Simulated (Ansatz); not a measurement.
Two isomers of C3H7FSi: A = `FC/C=C/[SiH3]`, B = `C/C([SiH3])=C\F`.

Calculated with Ansatz (gas phase, PBE0-D4/def2-TZVP geometries, no zero-point term in ΔE). CCSD(T)/CBS adds triple-zeta CCSD(T) − MP2 to the extrapolated MP2 energy (def2 sets, frozen cores). Double bonds are as drawn, so ΔE can hold a change between cis and trans. DFT in def2-TZVPP. B3LYP here is the variant with VWN-RPA as its local correlation; programs differ in this. One conformer a species, not always the lowest.

(1) Which is lower in electronic energy at CCSD(T)/CBS, and by how much? (An estimate is asked.)

(2) Give E(B) − E(A) in kcal/mol with PBE0-D4, B3LYP, CCSD/def2-TZVPP, B2PLYP, PBE-D4, B3LYP-D4, MP2/def2-TZVPP. (An estimate is asked.)

Largest T1 diagnostic: 0.012.

## Answers

(1) Computed: B, by 3.5 kcal/mol.

(2) Ansatz gave: PBE0-D4 -4.6, B3LYP -3.3, CCSD/def2-TZVPP -3.1, B2PLYP -3.5, PBE-D4 -5.3, B3LYP-D4 -3.9, MP2/def2-TZVPP -4.3. None reverses the order clearly.

In def2-TZVPP, CCSD(T) changes the Hartree–Fock value by −2.5 kcal/mol (the triples alone add −0.5 kcal/mol) and MP2 by −3.3 kcal/mol.
